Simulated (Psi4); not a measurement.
Pair of molecules, SMILES O=S=O with SMILES [H][H] (the first has 3 atoms); geometry from B3LYP-D3(BJ)/def2-TZVP, rigid monomers moved along the line of their centres of mass till O1···H5 is 3.88 Å.
(charge 0, multiplicity 1):
```xyz
5

O      1.09762     0.96675     0.72808
S      0.47024     0.35731    -0.41449
O     -0.91788    -0.00946    -0.32985
H     -0.68621    -1.01405     4.48229
H     -0.49022    -0.55459     3.93066
```

Method: SAPT0/jun-cc-pV(D+d)Z in Psi4.

Question: Give the four SAPT terms and the total, and say what mostly holds the pair together.

Answer: electrostatics -0.3, exchange 0.1, induction 0.0, dispersion -0.3, total -0.5 kJ/mol; the largest attraction is electrostatics.
